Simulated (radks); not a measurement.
Results of a calculation; reference values are marked as such.
Removal energies from the zirconium ion Zr5+, [Ar] 3d10 4s2 4p5, by Delta-SCF beside the eigenvalue of the level emptied. Level of theory: non-relativistic Kohn-Sham, PBE, spin-polarised, spherical densities, point nucleus (a radial shooting solver on a logarithmic mesh with Libxc functionals). Open shells are filled with parallel spins first.

removed from        final configuration  Delta-SCF (eV)  -eigenvalue (eV)
4p                    [Ar] 3d10 4s2 4p4          96.218            88.214
4s                    [Ar] 3d10 4s1 4p5          117.94            109.40
3d                     [Ar] 3d9 4s2 4p5          259.34            240.36
3p            [Ne] 3s2 3p5 3d10 4s2 4p5          394.47            376.18
